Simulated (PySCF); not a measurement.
Species: C4H6ClF3Si.
Atom-mapped SMILES: `[F:1][C:2]([F:3])([F:4])[CH2:5][C@:6]1([Cl:7])[CH2:8][SiH2:9]1`

Cartesian coordinates in Å at the GFN2-xTB level; atoms count from 1:
```xyz
15
C4H6ClF3Si angstrom
F      1.1754    1.9695    0.0454
C      1.8303    0.7963   -0.0298
F      2.8261    0.9848   -0.9157
F      2.4155    0.6094    1.1544
C      0.9214   -0.3408   -0.4606
C     -0.3140   -0.4590    0.4007
Cl     0.0848   -1.1295    2.0022
C     -1.5461   -1.1028   -0.2451
Si    -1.8201    0.7004    0.2429
H      1.5147   -1.2601   -0.4398
H      0.6272   -0.1310   -1.4911
H     -2.0065   -1.8914    0.3334
H     -1.4260   -1.3982   -1.2790
H     -1.7502    1.6937   -0.8099
H     -2.5368    0.9666    1.4700
```

NICS = −σ at a ghost point: NICS(0) at the centroid of the ring atoms, NICS(1) 1 Å to either side along the normal of their mean plane, zz for the tensor component along that normal. Level: GIAO PBE0/pcSseg-1 (PySCF, non-relativistic, gas phase) on the GFN2-xTB geometry, one conformer.

Ring bond lengths (Å), with Mayer bond orders in brackets: C6–C8 1.533 (0.86), C8–Si9 1.888 (0.94), Si9–C6 1.907 (0.82).

Task: What do the NICS probes read (ppm)?

Result: 
```
     ring                                              type  NICS(0)  NICS(1), two faces  NICS(1)zz, two faces  rms pucker (Å)  centre to ring atoms, mean (Å)
C6–C8–Si9  3-membered ring with Si; formal bonds all single    -26.1         -8.6 / -7.1         -16.5 / -13.5            0.00                            1.03
```

Task: What can be read from them?

Result: 
- C6–C8–Si9: mean NICS(1)zz -15.0 ppm, shielded. C6, C8, Si9 have four or more neighbours; no verdict on aromaticity is drawn. The two faces differ by 3.0 ppm, so no symmetry operation interchanges them. NICS(0) lies 18 ppm below the mean NICS(1).

Task: What are the shieldings of the ring atoms and their hydrogens in the same run (means over atoms taken as equivalent)?

Result: 
```tsv
atoms	environment	σ isotropic (ppm)	principal values of the symmetric part, first atom (ppm)
C6	sp3 C–Cl carbon	144.4	110.3, 119.7, 203.1
C8	sp3 carbon bound to silicon	169.7	123.2, 186.9, 199.0
Si9	SiH2 silicon	473.2	364.5, 395.7, 659.5
H12	methylene hydrogen	30.47	25.0, 28.0, 38.4
H13	methylene hydrogen	30.72	25.2, 27.8, 39.2
H14	Si–H hydrogen	28.55	23.4, 26.6, 35.7
H15	Si–H hydrogen	28.54	23.3, 26.6, 35.7
```

On one thread, Arm Neoverse N1 (aarch64), shared host with 64 logical CPUs at a one-minute load of 57, this took 72 s of wall time (grids of density and orbitals included) and 0.86 GiB of memory at its peak. This is the whole shielding run at PBE0/pcSseg-1, SCF included.
